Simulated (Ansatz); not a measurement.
`c1ccc(-c2ccc(-c3ccc(-c4ccc(-c5ccc(-c6ccc(-c7ccc(-c8cccnc8)nc7)nc6)nc5)nc4)nc3)nc2)nc1` with charge +1. Charge 1, multiplicity 2. Geometry PBE-D4/def2-SVP, that of the neutral singlet; atoms count from 1.

```xyz
74

C    12.640   10.095    0.104
C    12.990    8.738    0.125
C    11.974    7.775    0.116
C    10.624    8.196    0.087
C     9.493    7.235    0.079
C     9.652    5.836    0.005
C     8.529    5.007    0.011
C     7.241    5.584    0.091
C     6.000    4.777    0.109
C     4.742    5.412    0.188
C     3.578    4.647    0.206
C     3.672    3.236    0.144
C     2.483    2.354    0.159
C     1.154    2.828    0.141
C     0.093    1.922    0.154
C     0.365    0.535    0.185
C    -0.703   -0.491    0.191
C    -0.375   -1.854    0.356
C    -1.384   -2.814    0.356
C    -2.730   -2.409    0.185
C    -3.855   -3.370    0.163
C    -3.723   -4.739    0.475
C    -4.837   -5.577    0.412
C    -6.090   -5.039    0.035
C    -7.316   -5.862   -0.069
C    -8.512   -5.294   -0.560
C    -9.658   -6.077   -0.671
C    -9.610   -7.439   -0.291
C   -10.783   -8.342   -0.399
C   -12.005   -7.956   -0.988
C   -13.058   -8.875   -1.050
C   -12.859  -10.160   -0.520
N   -11.705  -10.554    0.045
C   -10.704   -9.666    0.099
N    -8.472   -7.982    0.199
C    -7.381   -7.225    0.305
N    -6.223   -3.725   -0.262
C    -5.155   -2.932   -0.197
N    -3.047   -1.105    0.014
C    -2.075   -0.193    0.018
N     1.638    0.074    0.214
C     2.645    0.946    0.199
N     4.876    2.623    0.073
C     5.983    3.362    0.056
N     7.083    6.927    0.156
C     8.160    7.711    0.149
N    10.296    9.508    0.071
C    11.273   10.419    0.079
H    13.404   10.886    0.109
H    14.046    8.429    0.148
H    12.233    6.707    0.140
H    10.651    5.381   -0.063
H     8.659    3.917   -0.049
H     4.720    6.510    0.235
H     2.601    5.146    0.275
H     0.937    3.906    0.111
H    -0.941    2.297    0.146
H     0.685   -2.120    0.478
H    -1.126   -3.876    0.474
H    -2.752   -5.160    0.775
H    -4.728   -6.645    0.650
H    -8.500   -4.231   -0.844
H   -10.587   -5.628   -1.049
H   -12.138   -6.947   -1.407
H   -14.021   -8.601   -1.507
H   -13.671  -10.909   -0.556
H    -9.758   -9.991    0.561
H    -6.494   -7.733    0.723
H    -5.293   -1.866   -0.444
H    -2.405    0.849   -0.138
H     3.671    0.542    0.219
H     6.928    2.794   -0.002
H     8.000    8.800    0.202
H    10.953   11.477    0.065
```

Single mean-field runs in def2-SVP are fitted with def2-universal-jkfit.

Estimate the Mulliken populations of the heavy atoms from the PBE0/def2-SVP orbitals of Ansatz.


```csv
atom,charge (e),spin (α − β)
C1,-0.05,0.05
C2,0.04,-0.02
C3,-0.04,0.04
C4,0.04,-0.02
C5,-0.03,0.08
C6,0.02,-0.04
C7,-0.03,0.05
C8,0.06,0.00
C9,-0.03,0.08
C10,0.05,-0.03
C11,-0.02,0.04
C12,0.06,0.02
C13,-0.03,0.08
C14,0.03,-0.03
C15,-0.03,0.04
C16,0.06,0.02
C17,-0.04,0.08
C18,0.06,-0.02
C19,-0.02,0.03
C20,0.06,0.03
C21,-0.04,0.08
C22,0.03,-0.02
C23,-0.03,0.04
C24,0.07,0.04
C25,-0.04,0.05
C26,0.06,0.00
C27,-0.03,0.01
C28,0.07,0.06
C29,-0.06,0.01
C30,0.02,0.02
C31,-0.06,-0.02
C32,0.08,0.06
N33,-0.17,-0.02
C34,0.10,0.05
N35,-0.17,-0.01
C36,0.08,0.04
N37,-0.17,0.00
C38,0.11,0.03
N39,-0.17,0.01
C40,0.08,0.02
N41,-0.17,0.01
C42,0.11,0.02
N43,-0.17,0.01
C44,0.07,0.01
N45,-0.17,0.01
C46,0.10,0.00
N47,-0.18,0.02
C48,0.07,-0.01
```
Mulliken values depend strongly on the basis.

Where does the spin sit?

Summed by element: C 1.00, N 0.03, H -0.03, of 1 unpaired in all. Largest on single atoms: C9 0.08, C13 0.08, C5 0.08.

And the Mayer bond orders between heavy atoms (over 0.3, the first 40 of 55)?

C1–C2 1.41 (1.40 Å); C1–C48 1.36 (1.41 Å); C2–C3 1.43 (1.40 Å); C3–C4 1.36 (1.41 Å); C4–C5 1.03 (1.48 Å); C4–N47 1.50 (1.35 Å); C5–C6 1.37 (1.41 Å); C5–C46 1.30 (1.42 Å); C6–C7 1.46 (1.40 Å); C7–C8 1.33 (1.41 Å); C8–C9 1.05 (1.48 Å); C8–N45 1.48 (1.35 Å); C9–C10 1.36 (1.41 Å); C9–C44 1.29 (1.42 Å); C10–C11 1.44 (1.39 Å); C11–C12 1.31 (1.42 Å); C12–C13 1.06 (1.48 Å); C12–N43 1.46 (1.35 Å); C13–C14 1.35 (1.41 Å); C13–C42 1.28 (1.42 Å); C14–C15 1.47 (1.40 Å); C15–C16 1.31 (1.41 Å); C16–C17 1.06 (1.48 Å); C16–N41 1.47 (1.35 Å); C17–C18 1.35 (1.41 Å); C17–C40 1.28 (1.42 Å); C18–C19 1.45 (1.39 Å); C19–C20 1.30 (1.42 Å); C20–C21 1.07 (1.48 Å); C20–N39 1.46 (1.35 Å); C21–C22 1.34 (1.41 Å); C21–C38 1.28 (1.42 Å); C22–C23 1.48 (1.40 Å); C23–C24 1.31 (1.41 Å); C24–C25 1.06 (1.48 Å); C24–N37 1.47 (1.35 Å); C25–C26 1.34 (1.41 Å); C25–C36 1.28 (1.41 Å); C26–C27 1.45 (1.39 Å); C27–C28 1.31 (1.41 Å).
